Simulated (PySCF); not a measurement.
BFHIO, SMILES FB(O)I. Atoms are numbered in the order given.

```xyz
5

B     -0.0147    -1.3297     0.0000
F     -1.1898    -1.9685     0.0000
I      0.0090     0.8171     0.0000
O      1.1593    -1.9967     0.0000
H      1.0280    -2.9655     0.0000
```
Charge 0, spin multiplicity 1.

Geometry optimised at PBE-D3(BJ)/def2-SVP. The def2 effective core potentials stand for the cores of I; spin–orbit coupling is left out. Other conformers were not sampled.

The numbers are results of TDA-B3LYP/def2-SVPD (PySCF), not measurements.

Vertical excitations. Isolated molecule, no solvent. State labels are in the subgroup Cs.

Task: Estimate the UV-visible absorptions. (An estimate is asked for; the answer gives what the named calculation found.)

Result: 
```
state  symmetry  energy (eV)  λ (nm)      f                            main pairs
-----  --------  -----------  ------  -----  ------------------------------------
S1           A"         5.83     213  0.000                     HOMO→LUMO+1 100 %
S2           A'         5.88     211  0.018                        HOMO→LUMO 97 %
S3           A"         6.06     205  0.018                      HOMO−1→LUMO 96 %
S4           A'         6.48     191  0.093                    HOMO−1→LUMO+1 90 %
S5           A'         6.83     182  0.013                      HOMO→LUMO+2 91 %
S6           A"         7.01     177  0.003                    HOMO−1→LUMO+2 92 %
S7           A'         7.29     170  0.103                      HOMO→LUMO+3 92 %
S8           A"         7.52     165  0.130                    HOMO−1→LUMO+3 93 %
S9           A"         7.75     160  0.000                      HOMO→LUMO+4 99 %
S10          A'         7.84     158  0.002  HOMO→LUMO+5 75 %, HOMO−1→LUMO+4 23 %
T1           A'         5.50     225      0                        HOMO→LUMO 83 %
T2           A"         5.70     218      0                      HOMO−1→LUMO 78 %
T3           A'         5.70     217      0                    HOMO−1→LUMO+1 99 %
T4           A"         5.71     217      0                      HOMO→LUMO+1 93 %
```
Triplets are in the Tamm–Dancoff approximation.
